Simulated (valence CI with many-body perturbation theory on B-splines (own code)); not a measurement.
## E1 transitions of Cd¹⁷⁺

Level of theory: configuration interaction combined with many-body perturbation theory (CI+MBPT): three valence electrons over a frozen Dirac-Fock core [Ar] 3d10, a basis of 11 s, 11 p, 9 d, 7 f, 5 g, 2 h, 1 i functions for each j, with the one-electron correlation potential Σ1 (screened to all orders), the two-electron term Σ2, the three-electron term Σ3, Breit, model QED; selected single and double excitations, second order for the rest (own B-spline code, finite nucleus).

No measured levels were compared; by estimate levels hold to about 250 cm⁻¹ or 0.2 % of their energy and the worst to 1 %, as in measured heavy ions of charge 2 to 7; those with d or f electrons hold less well.

Lines 51 to 100 of 271 in falling wavelength, among levels below 1443400 cm⁻¹, chosen from the strongest by gf and those to the six lowest levels. Wavelengths and rates use the calculated energies, so an error of 1000 cm⁻¹ moves a line at 265.3 Å by 0.27 % and its rate by three times that or more. Electric multipoles are in the length gauge, E1 and E2 with the static RPA response of the core. Weak lines are less certain than strong ones. Lines between different terms over intervals too small for the method are left out, as are lines whose strength nearly cancels. The highest levels of a list are the least certain.

Names give the largest LS component (configuration and term), which can be under half, so a name can repeat, a term be missing and a line seem to break the LS rules; names also repeat where a configuration has a term twice. Letters in brackets count levels of one name in rising energy.

```tsv
λ vac (Å)	Upper	Lower	A (s⁻¹)	S (a.u.) with core polarisation	S without
265.3	4p³ ²D°_5/2	4s4p² ²D_3/2	3.39e+09	1.87e-01	2.05e-01
264.7	4p²4d ²G_7/2	4s4p4d ²F°_5/2 [a]	3.75e+09	2.75e-01	3.03e-01
264.7	4p²4d ⁴P_5/2	4s4p4d ⁴D°_7/2	1.21e+10	6.65e-01	7.30e-01
264.0	4p²4d ⁴F_3/2	4s4p4d ⁴F°_3/2	6.64e+09	2.41e-01	2.65e-01
262.6	4p²4d ²P_1/2 [a]	4s4p4d ⁴P°_3/2	1.12e+10	1.99e-01	2.19e-01
262.3	4p²4d ⁴P_3/2	4s4p4d ⁴D°_5/2	7.30e+09	2.60e-01	2.85e-01
262.1	4p²4d ⁴F_7/2	4s4p4d ⁴P°_5/2	1.08e+10	7.70e-01	8.47e-01
261.9	4s4p4d ²F°_7/2 [a]	4s²4d ²D_5/2	8.63e+09	6.12e-01	6.73e-01
256.3	4p²4d ²F_7/2 [a]	4s4p4d ⁴F°_7/2	5.07e+09	3.37e-01	3.69e-01
255.8	4p²4d ²F_7/2 [b]	4s4p4d ²F°_7/2 [a]	3.80e+09	2.51e-01	2.76e-01
253.5	4p²4d ⁴D_7/2	4s4p4d ⁴D°_7/2	4.05e+09	2.60e-01	2.86e-01
253.1	4s4p4d ²P°_3/2 [a]	4s²4d ²D_3/2	7.80e+09	2.50e-01	2.73e-01
251.9	4p²4d ⁴F_7/2	4s4p4d ⁴F°_7/2	3.65e+09	2.30e-01	2.53e-01
250.9	4p³ ⁴S°_3/2 [a]	4s4p² ⁴P_3/2	6.80e+09	2.12e-01	2.32e-01
249.5	4p²4d ²F_5/2 [a]	4s4p4d ⁴F°_5/2	6.03e+09	2.77e-01	3.04e-01
247.3	4s4p4d ²F°_7/2 [b]	4s²4d ²D_5/2	1.82e+10	1.09e+00	1.20e+00
246.2	4s4p² ²D_3/2	4s²4p ²P°_1/2	1.55e+10	4.57e-01	5.01e-01
244.3	4p²4d ⁴F_9/2	4s4p4d ⁴F°_7/2	5.78e+09	4.16e-01	4.57e-01
243.2	4p²4d ²F_5/2 [b]	4s4p4d ²D°_5/2 [a]	3.35e+09	1.42e-01	1.57e-01
242.9	4p²4d ²D_3/2 [a]	4s4p4d ⁴D°_5/2	6.71e+09	1.90e-01	2.08e-01
242.9	4p²4d ²D_5/2	4s4p4d ²D°_3/2 [a]	4.91e+09	2.08e-01	2.30e-01
242.5	4p²4d ²F_7/2 [a]	4s4p4d ⁴F°_5/2	4.97e+09	2.80e-01	3.08e-01
241.5	4p²4d ²P_1/2 [b]	4s4p4d ²D°_3/2 [a]	1.73e+10	2.41e-01	2.64e-01
240.8	4p²4d ²F_5/2 [a]	4s4p4d ⁴F°_3/2	3.76e+09	1.56e-01	1.71e-01
239.1	4s4p4d ²F°_5/2 [b]	4s²4d ²D_3/2	2.42e+10	9.77e-01	1.08e+00
239.0	4p²4d ⁴D_5/2	4s4p4d ⁴F°_7/2	8.85e+09	3.58e-01	3.92e-01
237.9	4p³ ⁴S°_3/2 [b]	4s4p² ⁴P_5/2	1.10e+10	2.92e-01	3.20e-01
235.9	4p²4d ²D_3/2 [b]	4s4p4d ⁴D°_5/2	8.29e+09	2.15e-01	2.35e-01
235.8	4p³ ²P°_1/2	4s4p² ²D_3/2	3.19e+10	4.12e-01	4.51e-01
235.3	4p³ ²D°_5/2	4s4p² ⁴P_5/2	5.02e+09	1.94e-01	2.12e-01
234.8	4p²4d ²D_3/2 [a]	4s4p4d ²F°_5/2 [a]	1.40e+10	3.59e-01	3.92e-01
234.7	4p²4d ⁴D_7/2	4s4p4d ⁴F°_9/2	9.08e+09	4.64e-01	5.08e-01
234.6	4p²4d ⁴P_5/2	4s4p4d ⁴D°_3/2	7.06e+09	2.70e-01	2.96e-01
233.3	4p²4d ²P_3/2	4s4p4d ⁴F°_3/2	1.00e+10	2.52e-01	2.76e-01
232.6	4p²4d ²F_5/2 [b]	4s4p4d ⁴D°_5/2	4.82e+09	1.80e-01	1.98e-01
232.2	4p²4d ⁴P_3/2	4s4p4d ⁴D°_3/2	9.11e+09	2.25e-01	2.47e-01
232.2	4p²4d ²F_5/2 [b]	4s4p4d ⁴D°_7/2	6.31e+09	2.34e-01	2.56e-01
231.9	4p²4d ⁴D_1/2	4s4p4d ⁴F°_3/2	2.56e+10	3.15e-01	3.46e-01
231.4	4s4p4d ²P°_1/2 [a]	4s²4d ²D_3/2	1.18e+10	1.44e-01	1.57e-01
231.3	4p²4d ²G_9/2	4s4p4d ⁴F°_9/2	1.20e+10	7.34e-01	8.06e-01
231.0	4p²4d ⁴P_5/2	4s4p4d ⁴P°_5/2	1.21e+10	4.43e-01	4.85e-01
230.5	4p²4d ²D_3/2 [b]	4s4p4d ²D°_3/2 [a]	8.88e+09	2.15e-01	2.35e-01
229.9	4p²4d ²G_7/2	4s4p4d ⁴F°_7/2	5.74e+09	2.75e-01	3.02e-01
228.2	4p³ ⁴S°_3/2 [a]	4s4p² ⁴P_1/2	1.02e+10	2.39e-01	2.62e-01
227.1	4s4p² ²S_1/2	4s²4p ²P°_3/2	4.43e+10	5.12e-01	5.60e-01
227.0	4p²4d ⁴D_5/2	4s4p4d ⁴F°_5/2	1.18e+10	4.09e-01	4.48e-01
226.8	4p²4d ⁴D_3/2	4s4p4d ⁴F°_5/2	7.38e+09	1.70e-01	1.86e-01
226.8	4s4p² ²P_1/2	4s²4p ²P°_1/2	5.98e+10	6.89e-01	7.54e-01
226.2	4p³ ²P°_3/2	4s4p² ²D_5/2	1.37e+10	3.13e-01	3.43e-01
226.2	4s4p4d ²P°_1/2 [b]	4s²4d ²D_3/2	4.16e+10	4.76e-01	5.21e-01
```
